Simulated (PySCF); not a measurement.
Ionisation energy of Os⁷⁴⁺ by level of theory

Os⁷⁴⁺ 1s2 (1S) → Os⁷⁵⁺ 1s1 (2S), as a difference of total energies. All numbers are calculated (PySCF 2.14, scalar relativity by spin-free X2C-1e, in an uncontracted even-tempered set (16 s from 230 bohr⁻², ratio 2.2; 7 p from 340 bohr⁻², ratio 2.4; 4 d from 1000 bohr⁻², ratio 2.4; 3 f from 1500 bohr⁻², ratio 2.4; 3 g from 2300 bohr⁻², ratio 2.4)). Correlated levels: nothing frozen; virtual orbitals above 40 to 60 times the deepest correlated orbital energy dropped. The calculations carry no spin-orbit coupling.

| method | ionisation energy (eV) |
| --- | --- |
| UHF | 84191.4 |
| LDA | 84097.8 |
| PBE | 84198.2 |
| PBE0 | 84196.7 |
| r2SCAN | 84203.1 |
| B97-3 | 84202.4 |
| BLYP | 84207.6 |
| MP2 (all electrons) | 84193.5 |
| SCS-MP2 (all electrons) | 84193.9 |

How much does correlation contribute at MP2 (all electrons)?

84193.5 − (84191.4) = 2.1 eV, measured against UHF.

For this ion Breit and QED terms and the two-electron picture change, all absent here, outweigh the differences among the correlated methods.

For comparison: 83976.18 ± 0.22 eV (theoretical estimate listed by NIST; NIST Atomic Spectra Database, ionization energies).
